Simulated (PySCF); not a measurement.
PySCF input file for BF₂Br, SMILES FB(F)Br, KT2/pcSseg-2. Geometry: PBE0-D3(BJ)/def2-SVP.

```python
import numpy as np
from pyscf import gto, scf, dft
from pyscf.prop.nmr import rks as nmr

mol = gto.M(
    atom='''
    B     0.00000000    0.00000000   -0.94150722
    F     0.00000000   -1.12902809   -1.60499473
    F     0.00000000    1.12902809   -1.60499473
    Br    0.00000000    0.00000000    0.95992690
    ''',
    basis='pcSseg-2',
    charge=0,
    spin=0,
    max_memory=1600,
    verbose=3,
)
mf = dft.RKS(mol, xc='kt2').density_fit(auxbasis='def2-universal-jkfit')
mf.grids.level = 3
mf.conv_tol = 1e-10
mf.max_cycle = 100
mf.kernel()
n = nmr.NMR(mf)
n.verbose = 2
n.max_cycle_cphf = 60
sigma = n.kernel()
print('atom   isotropic/ppm   span/ppm')
for i, s in enumerate(sigma):
    w = np.linalg.eigvalsh((s + s.T) / 2)
    print(f'{mol.atom_symbol(i):2s}{i + 1:3d} {w.mean():14.3f} {w[2] - w[0]:11.3f}')
```

Log of the run:

```
converged SCF energy = -2811.78638939568
atom   isotropic/ppm   span/ppm
B   1         74.920      29.585
F   2        215.057     259.516
F   3        215.057     259.516
Br  4       2493.588     707.733
```

Self-consistency was reached.

Cost: around 29 core-seconds (rough).
